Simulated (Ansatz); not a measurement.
`[InH2][CH2]N1[SiH2][SiH2]1`, charge 0, multiplicity 1.

**Question.** Give a relaxed structure at PBE0-D4/def2-TZVP (Ansatz 0.2.0). (Estimate.)

**Answer.** Ansatz gave: 
Cartesian coordinates in Å:
```
In 2.275 0.628 -0.117
C 0.276 1.295 0.426
N -0.484 0.093 0.107
Si -1.432 -0.575 -1.187
Si -1.130 -1.317 0.890
H 3.202 -0.269 1.033
H 2.772 0.732 -1.770
H -0.077 2.142 -0.163
H 0.172 1.546 1.483
H -0.697 -1.040 -2.395
H -2.623 0.209 -1.617
H -2.097 -1.082 1.998
H -0.158 -2.363 1.311
```
Point group Cs.
This is one stationary point; other conformers may exist.
